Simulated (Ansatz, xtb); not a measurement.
# CH2ClGeSi+: where a starting geometry ends

The starting geometry of this gas-phase singlet was built from a drawn formula by distance geometry and a force field; its bonds are those of `Cl[C]1=[Ge+][SiH2]1`.

```xyz
6

C    -1.2993    0.3359    0.7472
Cl   -2.9615   -0.0307    1.3264
Ge   -0.5235    0.8152   -0.7173
Si    0.5264    0.3783    1.0198
H     0.8261    1.3860    2.0562
H     1.0170   -0.9739    1.4540
```

Question: Predict what it relaxes into with r2SCAN-D4/def2-SVP.

Answer: It rearranges, giving a structure with Cl2 bridging C1 and Ge3, given below by its coordinates. Contacts that open: Ge3–Si4 (2.08 → 3.50 Å). Contacts that close: Cl2–Ge3 (3.29 → 2.53 Å).

The energy falls by 3.20 eV over 21 steps:

| step | E − E(last) (eV) |
| --- | --- |
| 1 | 3.204 |
| 3 | 1.261 |
| 5 | 0.921 |
| 8 | 0.507 |
| 10 | 0.270 |
| 12 | 0.208 |
| 14 | 0.157 |
| 17 | 0.017 |
| 19 | 0.000 |
| 21 | 0.000 |

Final geometry (Å):

```xyz
6

C    -0.9041    0.5006    0.5647
Cl   -2.5027   -0.3629    0.6569
Ge   -1.6800    1.5257   -0.8133
Si    0.4916    0.1572    1.5640
H     1.6873    0.9877    1.3149
H     0.4931   -0.8976    2.5990
```

From the same start GFN2-xTB reaches the same bonding as this run.

No frequencies were run, so the end isn't proven a minimum. Run with Ansatz 0.2.0, 53 s on 2 threads of Arm Neoverse V2 (shared host).
